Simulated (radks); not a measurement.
Problem. These are the eigenvalues of the occupied orbitals of an atom or ion with whole-number occupations (eV). Calculated with a radial shooting solver on a logarithmic mesh with Libxc functionals: scalar-relativistic Kohn-Sham, PBEsol, spin-polarised, spherical densities, point nucleus.

| orbital | eigenvalue |
|---|---|
| 1s | -2885.704 |
| 2s | -382.9537 |
| 2p | -322.9905 |

Which element is it, and in what charge state? The configuration may be excited. Open shells, if any, are filled with parallel spins first.

Solution. Z = 17, chlorine, charge +7: Cl7+ in [Ne]. The list shows which subshells hold electrons but not how many an open one holds; the 1s level, -106.05 hartree, gives Z - s = 14.6 by -(Z - s)^2/2, which with screening and relativity narrows Z to a few neighbours, and the depths of the outer levels then fix element, charge and occupations together.
